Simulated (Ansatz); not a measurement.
A structure relaxed at r2SCAN-D4/def2-SVP in Ansatz, charge 0, singlet:

```xyz
5

Ga    0.971   -0.523   -0.505
Ga   -1.807    0.157    0.399
Te    0.934    0.472    1.883
Te    0.549    2.029   -0.473
Te   -0.646   -2.136   -1.305
```

Give its formula and point group.

Ga₂Te₃. Point group Cs (tolerance 0.1 Å).

Summarise the bond lengths by kind (pairs closer than 1.2 times the sum of covalent radii, bridged metal pairs left out).

4 × Ga–Te 2.42 to 3.08 Å; 1 × Te–Te 2.85 Å.

In the def2 sets Te takes a core potential; there is no spin–orbit coupling. Another isomer (singlet) lies 0.30 eV lower at PBE0-D4/def2-TZVP; other spin states weren't run for this one.
